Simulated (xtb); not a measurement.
SeCl2, SMILES Cl[Se]Cl. All values are semi-empirical tight-binding results from xtb (GFN2-xTB unless named), good for trends rather than for accurate numbers. Geometry: GFN2-xTB. The isomer is the one that the SMILES or the coordinates give; other isomers of the formula were not compared.

Optimised geometry:

```xyz
3

Se     0.0000     0.0000     0.6866
Cl     0.0000    -1.6358    -0.6866
Cl     0.0000     1.6358    -0.6866
```

Computed properties:
| Quantity | Result |
|---|---|
| point group as xtb finds it | C2v |
| orbital gap | 2.84 eV |
| zero-point energy | 1.3 kcal/mol |
| G − E(el) at 298.15 K (modified RRHO) | -16.6 kcal/mol |
| static polarisability (D4 model) | 57.3 bohr³ |
| solvation energy, GFN2-xTB/ALPB(water) | 0.7 kcal/mol |
| solvation energy, GFN2-xTB/ALPB(dmf) | -2.9 kcal/mol |

**Question.** Give the atomic charges and the Wiberg bond orders between heavy atoms. (An estimate is asked for; the answer gives what the named calculation found.)

**Answer.** charges (e) Se1 0.07, Cl2 -0.04, Cl3 -0.04. Bond orders Se1–Cl2 1.30, Se1–Cl3 1.30.
